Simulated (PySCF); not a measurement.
Run record: geometry optimisation, `C=CC1=CN2C=CC=CB2C=C1`.

Computed with PBE0-D3(BJ)/def2-SVP geometry optimisation, gas phase (PySCF 2.14.0). Start geometry: GFN2-xTB. The command runs a driver script over a list of jobs; the input below is this job's line of settings and its coordinates in Å.

Command:
```bash
OMP_NUM_THREADS=1 python probes_run.py task.json out
```

Input:
```
{"job": {"xc": "PBE0", "basis": "def2-SVP", "d3": "d3bj", "grid": 1, "shake": 0.01, "kind": "geom"}, "charge": 0, "multiplicity": 1}
C      3.425500    -1.754570    -1.429490
C      2.193060    -1.221640    -1.651870
C      1.266630    -0.670800    -0.663470
C      0.111650    -0.185620    -1.086210
N     -0.855720     0.340180    -0.262010
C     -2.030560     0.802970    -0.778880
C     -2.992720     1.342580    -0.008760
C     -2.838820     1.483070     1.388040
C     -1.718860     1.060070     2.026200
B     -0.607600     0.435290     1.183670
C      0.731420    -0.102250     1.646000
C      1.615870    -0.616130     0.740480
H      3.820150    -1.781700    -0.464830
H      3.985190    -2.107670    -2.237330
H      1.817820    -1.200690    -2.665600
H     -0.178840    -0.208150    -2.128950
H     -2.147990     0.712290    -1.851020
H     -3.920630     1.690450    -0.475760
H     -3.674680     1.915400     1.947460
H     -1.668640     1.181490     3.084970
H      1.024010    -0.085890     2.667730
H      2.578690    -1.024310     1.033100
```

Output:
```
step   0  E = -465.82995363  max force = 0.060547
step   1  E = -465.83899825  max force = 0.010873
step   2  E = -465.83947862  max force = 0.002739
step   3  E = -465.83939091  max force = 0.006339
step   4  E = -465.83971638  max force = 0.001465
step   5  E = -465.83971076  max force = 0.002018
step   6  E = -465.83975663  max force = 0.000677
step   7  E = -465.83976735  max force = 0.000486
step   8  E = -465.83978049  max force = 0.000332
optimisation converged
```

Energies in Eh; «max force» is the largest Cartesian gradient component in Eh/bohr.

At which steps does the energy rise by more than 1e-5 Eh?

At step 3 (+0.09 mEh).

Give the first gradient maximum in eV/Å.

With 1 Eh/bohr = 51.422 eV/Å, 3.113 eV/Å.

Summary of the converged run: final energy -465.83978 Eh after 8 steps; dipole 1.60 D.

Give the final coordinates.

0.043 Å rms from the input after alignment:
```
atom  x, y, z in Å
C1     3.4910   -1.6075   -1.4287
C2     2.2427   -1.1739   -1.6451
C3     1.3017   -0.6533   -0.6509
C4     0.0896   -0.1895   -1.0930
N5    -0.8690    0.3265   -0.2590
C6    -2.0530    0.7698   -0.8012
C7    -3.0475    1.2951   -0.0339
C8    -2.9115    1.4135    1.3819
C9    -1.7707    0.9996    2.0147
B10   -0.6356    0.4074    1.1927
C11    0.7149   -0.1181    1.6628
C12    1.6033   -0.6131    0.7540
H13    3.9474   -1.6103   -0.4359
H14    4.1048   -1.9762   -2.2530
H15    1.8607   -1.1989   -2.6724
H16   -0.1629   -0.2130   -2.1570
H17   -2.1500    0.6767   -1.8860
H18   -3.9615    1.6283   -0.5289
H19   -3.7493    1.8455    1.9399
H20   -1.7054    1.1074    3.1018
H21    1.0001   -0.1167    2.7193
H22    2.5753   -1.0010    1.0736
```

How long does this job take on Intel Xeon Platinum 8488C, one thread, shared host with 192 logical CPUs at a one-minute load of 44? And the peak memory of the process?

About 3.9 min, with 1.0 GiB resident at the peak, the Python interpreter and its libraries included.
Labels such as C1 count atoms from 1, the log's own numbers from 0.
